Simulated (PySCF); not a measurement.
Spinor energies of Si³⁺ (silicon, charge +3)

Start: [Ne] 3s1; 3s1/2 filled at m_j = +1/2. Calculated with PySCF 2.14 in x2c-TZVPall-2c with one added diffuse shell each of s, p type (6s7p2d1f, 44 functions): generalised Hartree-Fock with the X2C-1e Hamiltonian and a Gaussian nucleus; one run each with spin-orbit coupling (SO) switched off, then screened by Boettger's factors. This is a chosen level, not necessarily the ground level.

| spinor shell | electrons | ε, spin-free (eV) | ε, screened SO (eV) | weight of nominal j (screened SO) | rms radius, screened SO (bohr) |
| --- | --- | --- | --- | --- | --- |
| 1s1/2 | 2 | -1914.6 | -1914.6 | 1.000 | 0.129 |
| 2s1/2 | 2 | -204.51 | -204.51 | 1.000 | 0.611 |
| 2p1/2 | 2 | -152.20 | -152.71 | 0.941 | 0.595 |
| 2p3/2 | 4 | -152.20 | -151.94 | 0.971 | 0.596 |
| 3s1/2 | 1 | -44.724 | -44.724 | 1.000 | 2.00 |

| quantity | spin-free | screened SO |
| --- | --- | --- |
| E (hartree) | -287.41483 | -287.41508 |
| M_J | 1/2 | 1/2 |
| ⟨J²⟩ | 0.750 | 0.750 |
| ⟨L²⟩ | 0.000 | 0.000 |
| ⟨S²⟩ | 0.750 | 0.750 |

Each row is a mean over spinors that exchange with the open shell spreads, by up to 0.962 eV (2s1/2).

Without spin-orbit coupling the j labels of p, d and f shells carry no meaning; the spin-free column gives the mean over the occupied spinors of each nl shell.
